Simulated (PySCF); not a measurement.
# BeF: from constants to spectrum

PBE0 constants of BeF, ²Σ⁺ (doublet), unpaired electrons σ ↑ (basis Be def2-TZVP, F def2-TZVP; no relativity; PySCF 2.14; masses 9.0122 and 18.9984 u):

```
ωe              : 1236.2 cm⁻¹
ωexe            : 9.46 cm⁻¹
Be              : 1.4689 cm⁻¹
αe              : 0.0180 cm⁻¹
D (centrifugal) : 8.29e-06 cm⁻¹
De to Be + F    : 5.92 eV
```

**Question.** Give the vibrational terms G(v) and spacings up to v = 6.

**Answer.** G(v) = ωe(v+½) − ωexe(v+½)².

```csv
v,G(v) (cm⁻¹),G(v) − G(v−1),Bv (cm⁻¹)
0,615.7,,1.460
1,1833.0,1217.3,1.442
2,3031.4,1198.4,1.424
3,4210.8,1179.4,1.406
4,5371.3,1160.5,1.388
5,6512.9,1141.6,1.370
6,7635.6,1122.7,1.352
```

**Question.** How well does the Morse estimate ωe²/(4ωexe) reproduce De, and what is D0?

**Answer.** It gives 5.01 eV, 85 % of the computed De. D0 = De − G(0) = 5.92 − 0.08 = 5.84 eV.

The state is the lowest determinant that a PBE0 search found; another state may lie lower at other levels.
